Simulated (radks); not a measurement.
Results of a calculation; reference values are marked as such.
Q: The table gives one normalised radial function P(r) = r R(r) of Sn2+ in [Kr] 4d9 5s2 4f1 (r in bohr). Code: a radial shooting solver on a logarithmic mesh with Libxc functionals. Model: scalar-relativistic Kohn-Sham, XLYP, spin-polarised, spherical densities, finite nucleus; open shells are filled with parallel spins first (spin-orbit coupling, left out, can overturn this in heavy ions); Fermi nuclear charge, rms radius 4.6519 fm.

r         P
0.002522   0.0051
0.003445   0.0088
0.004669   0.0151
0.006379   0.0259
0.008645   0.0434
0.01181    0.0726
0.01601    0.1168
0.02169    0.1809
0.02964    0.2683
0.04017    0.3639
0.05487    0.4394
0.07437    0.4305
0.1016     0.2610
0.1377    -0.0845
0.1881    -0.5009
0.2549    -0.6796
0.3455    -0.3629
0.472      0.4038
0.6397     1.0791
0.874      1.1919
1.184      0.7938
1.618      0.3264
2.193      0.0821
2.996      0.0103
4.06       0.0006
5.503      0.0000
7.518      0.0000
10.19      0.0000
13.92      0.0000

Which n and l does it have? It may be an empty orbital.

A: n = 4, l = 1: the number of nodes gives n - l - 1 = 2, the rise at small r (about r^(l+1), flatter next to the nucleus through relativity) gives l, and the extent must fit the shell. The curve is that of 4p down; the table hardly tells the two spins apart. 4p down: eigenvalue -117.76 eV, 2 radial nodes at r = 0.129, 0.406 bohr, <r> = 0.878 bohr, 90 % of the charge inside 1.29 bohr.
